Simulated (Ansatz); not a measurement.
Consider the germylene formation by 1,1-elimination: `BO[SiH2][GeH2][F]` → `BO[SiH2]F` + `[GeH2]`.

Calculated with Ansatz (gas phase, PBE0-D4/def2-TZVP geometries, no zero-point term in ΔE). CBS: MP2 limit from def2 TZ/QZ plus the TZ coupled-cluster correction, frozen cores. Functionals use def2-TZVPP. B3LYP here is the variant with VWN-RPA as its local correlation; programs differ in this. For Ge outer-core shells are correlated without core-valence functions, which leaves a few kJ/mol of doubt a bond. Scalar relativity is left out up to krypton. One conformer a species, not always the lowest.

`BO[SiH2][GeH2][F]`:

Z-matrix (Å, degrees):
```
Si
O 1 1.657
Ge 1 2.389 2 107.9
H 1 1.485 2 108.0 3 -119.0
H 1 1.486 2 110.6 3 120.6
B 2 1.350 1 131.6 3 -108.7
F 3 1.752 1 105.2 2 61.6
H 3 1.538 1 114.8 2 -53.8
H 3 1.540 1 114.2 2 177.1
H 6 1.203 2 119.9 1 -3.1
H 6 1.197 2 117.8 1 177.3
```

`BO[SiH2]F`:

Cartesian coordinates in Å:
```
B 1.454 -0.573 -0.108
O 0.124 -0.638 -0.337
Si -1.110 0.388 0.006
F -1.954 -0.243 1.195
H 2.128 -1.503 -0.444
H 1.923 0.404 0.414
H -0.585 1.696 0.456
H -1.980 0.469 -1.182
```

`[GeH2]`:

Z-matrix (Å, degrees):
```
Ge
H 1 1.595
H 1 1.594 2 90.6
```

```tsv
level	ΔE (kcal/mol)	difference from CCSD(T)/CBS
PBE-D4	22.3	4.8
B3LYP-D4	16.5	-1.0
ωB97X-V	21.1	3.6
ωB97M-V	16.4	-1.1
B2PLYP	16.4	-1.1
PBE	20.5	3.0
r2SCAN	22.2	4.7
PBE0	20.9	3.4
B3LYP	13.5	-4.0
SCS-MP2/def2-TZVPP	18.4	0.9
CCSD(T)/def2-TZVPP	18.9	1.4
HF/def2-QZVPP	9.8	-7.7
MP2/def2-QZVPP	20.4	2.9
SCS-MP2/def2-QZVPP	17.7	0.2
HF/CBS(def2)	9.7	-7.8
CCSD/CBS(def2)	16.0	-1.5
CCSD(T)/CBS	17.5	0
```

Largest T1 diagnostic among the species: 0.013.

The D4 term adds +3.0 kcal/mol with B3LYP and +1.7 kcal/mol with PBE0; it sums over pairs of atoms, weighted by their polarisabilities, and B3LYP, whose exchange is more repulsive, gets the larger term. In def2-TZVPP, CCSD(T) changes the Hartree–Fock value by +8.6 kcal/mol (the triples alone add +1.5 kcal/mol) and MP2 by +11.0 kcal/mol.
